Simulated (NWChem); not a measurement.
# C₂H₅ClSi; SMILES [SiH3]/C=C\Cl

All runs: NWChem. Geometry: optimised at PBE0/def2-SVP. Level: PBE0/def2-SVP with SMD (1 M gas to 1 M solution), gas-phase geometry. Reactions with the solvent are ignored.

Task: Estimate the computed values for solvent water. Quantities: solvation free energy (kcal/mol); cavity-dispersion-structure term (kcal/mol); dipole in solution (D).

Result: 
```json
{
  "solvation free energy (kcal/mol)": "1.6",
  "cavity-dispersion-structure term (kcal/mol)": "3.7",
  "dipole in solution (D)": "1.89"
}
```
